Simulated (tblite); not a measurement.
C6H3Cl2O2 (doublet state).
Atom-mapped SMILES: `[O:1][C@H:2]1[CH:3]=[C:4]([Cl:5])[C:6](=[O:7])[CH:8]=[C:9]1[Cl:10]` (hydrogens: H11 on C2; H12 on C3; H13 on C8)

Computed geometry: GFN2-xTB, gas phase. This method treats the open shell by occupation alone, without spin polarisation.

Question: Give the optimised bond lengths and angles.

Answer: 
| bond | length (pm) |
| --- | --- |
| O1–C2 | 129.8 |
| C2–C3 | 150.4 |
| C3=C4 | 133.9 |
| C4–Cl5 | 171.3 |
| C4–C6 | 148.8 |
| C6=O7 | 121.1 |
| C6–C8 | 146.4 |
| C8=C9 | 133.8 |
| C9–Cl10 | 169.7 |
| C2–C9 | 153.7 |
| C2–H11 | 113.5 |
| C3–H12 | 108.0 |
| C8–H13 | 108.1 |

A selection of angles:
| angle | degrees |
| --- | --- |
| O1–C2–C3 | 118.1 |
| O1–C2–C9 | 116.9 |
| O1–C2–H11 | 106.6 |
| C3–C2–C9 | 112.3 |
| C3–C2–H11 | 100.3 |
| C9–C2–H11 | 98.8 |
| C2–C3–C4 | 122.9 |
| C2–C3–H12 | 115.3 |
| C4–C3–H12 | 121.8 |
| C3–C4–Cl5 | 121.5 |
| C3–C4–C6 | 123.1 |
| Cl5–C4–C6 | 115.4 |
| C4–C6–O7 | 122.5 |
| C4–C6–C8 | 114.5 |
| O7–C6–C8 | 123.0 |
| C6–C8–C9 | 123.9 |
| C6–C8–H13 | 115.4 |
| C9–C8–H13 | 120.7 |
| C8–C9–Cl10 | 123.1 |
| C2–C9–C8 | 122.0 |
| C2–C9–Cl10 | 114.9 |

Torsions: O1–C2–C3–C4 152° (antiperiplanar); C2–C3–C4–Cl5 179° (antiperiplanar); C3–C4–C6–O7 176° (antiperiplanar); C4–C6–C8–C9 7° (synperiplanar); C6–C8–C9–Cl10 -178° (antiperiplanar); O1–C2–C9–C8 -152° (antiperiplanar).

The 6 C–C bonds span 1.338 Å (C8=C9, drawn double) to 1.537 Å (C2–C9, drawn single), a spread of 0.199 Å. C9 (carbon bonded to 2 C and Cl) is planar (angles 123.1°, 122.0° and 114.9°, sum 360.0°, 0.00 Å off the plane of its three neighbours). C3 (carbon bonded to 2 C and H) is planar (angles 122.9°, 121.8° and 115.3°, sum 360.0°, 0.00 Å off the plane of its three neighbours). C6 (carbon bonded to 2 C and O) is planar (angles 123.0°, 122.5° and 114.5°, sum 360.0°, 0.01 Å off the plane of its three neighbours). The C–O distances run from 1.211 Å (C6=O7, drawn double) to 1.298 Å (O1–C2, drawn single), a spread of 0.087 Å. C4 (carbon bonded to 2 C and Cl) is planar (angles 123.1°, 121.5° and 115.4°, sum 360.0°, 0.02 Å off the plane of its three neighbours). C8 (carbon bonded to 2 C and H) is planar (angles 123.9°, 120.7° and 115.4°, sum 360.0°, 0.01 Å off the plane of its three neighbours).

Point group: C1 (no symmetry element, even within 0.4 Å). Its GFN2-xTB frequencies are all real (lowest 46 cm⁻¹).

The run took 0.64 s of wall time on an Arm Neoverse V1 with one thread, no GPU (shared host). That covers the optimisation of the geometry.
